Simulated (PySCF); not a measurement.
An unknown is described by computed data only.

Elements present: C, H, N, O and Si. Monoisotopic mass: 157.0379 u.

- 13C NMR: chemical shifts (computed TMS as zero) by class: 150.6 (1 C), 135.9 (1 C), 86.3 (1 C), 78.7 (1 C), 29.4 (1 C) ppm [GIAO PBE0/pcSseg-1]
- 1H NMR: chemical shifts (computed TMS as zero) by class: 6.25 (1 H), 6.01 (1 H), 5.49 (2 H), 5.36 (2 H), 3.17 (2 H), 1.56 (1 H), 0.36 (2 H) ppm [GIAO PBE0/pcSseg-1]
- Dipole: 1.65 D [PBE0/pcSseg-1]
- NMR, other nuclei: isotropic shieldings of nuclei other than C and H, by class: 248 (1 N), 307 (1 O), 382 (1 Si), 387 (1 Si) ppm [GIAO PBE0/pcSseg-1]
- Rotational structure: rotational constants A, B, C: 2.775, 0.490, 0.449 GHz [GFN2-xTB]

Electronic properties: PySCF, gas phase, density fitting. Levels stand in brackets. One conformer (not necessarily the lowest) at the GFN2-xTB geometry, without solvent, vibrations or thermal averaging. NMR values are class means; diastereotopic atoms form classes of their own.

**Question.** Which formula fits the mass and the elements?

**Answer.** C5H11NOSi2 (calculated 157.0379). No other formula that holds each of these elements comes within 0.0003 u with a fitting electron parity and a possible valence count.

**Question.** Propose a structure and show how it fits.

**Answer.** Numbering: `[CH:1]#[C:2][CH2:3][C:4](=[CH2:5])[SiH2:6][O:7][SiH2:8][NH2:9]`. Its formula, C5H11NOSi2, gives 3 degrees of unsaturation: 0 rings and 3 π bonds in the structure found. 5 carbons fall into 5 classes; from least to most shielded: fully substituted alkene carbon [C4] (150.6 ppm), terminal =CH2 carbon [C5] (135.9 ppm), alkyne carbon [C2] (86.3 ppm), terminal alkyne carbon [C1] (78.7 ppm), allylic carbon [C3] (29.4 ppm). Hydrogen classes from least to most shielded: 1 H on a terminal =CH2 carbon, C5 (6.25 ppm), 1 H on a terminal =CH2 carbon, C5 (6.01 ppm), 2 H on an oxygen-bound silicon, Si6 (5.49 ppm), 2 H on an oxygen-bound silicon, Si8 (5.36 ppm), 2 H on an allylic carbon, C3 (3.17 ppm), 1 H on a terminal alkyne carbon, C1 (1.56 ppm), 2 H on a silicon-bound nitrogen, N9 (0.36 ppm, a mean of values up to 0.5 ppm apart in this geometry). The other shieldings belong to: 248 ppm, silicon-bound nitrogen [N9]; 307 ppm, siloxane oxygen [O7]; 382 ppm, oxygen-bound silicon [Si8]; 387 ppm, oxygen-bound silicon [Si6]. The optimised geometry has point group C1 and is an asymmetric top. Structure: `C#CCC(=C)[SiH2]O[SiH2]N`. Computed isomers that give other values at the same levels: `CC(=O)CC#C[Si@H](N)[SiH3]` (13C chemical shifts (computed TMS as zero) by class: 206.6 (1 C), 110.4 (1 C), 96.0 (1 C), 38.4 (1 C), 29.4 (1 C) ppm); `N#C[C@@H]1CO[SiH2]CC[SiH2]1` (13C chemical shifts (computed TMS as zero) by class: 127.4 (1 C), 67.3 (1 C), 20.7 (1 C), 15.2 (1 C), 6.2 (1 C) ppm); `CO[C@@H]1C[C@@H](C#N)[SiH2][SiH2]1` (13C chemical shifts (computed TMS as zero) by class: 127.2 (1 C), 78.2 (1 C), 58.2 (1 C), 35.1 (1 C), 8.6 (1 C) ppm). The assignments are read from this structure; whether some other isomer fits the data as well wasn't checked.
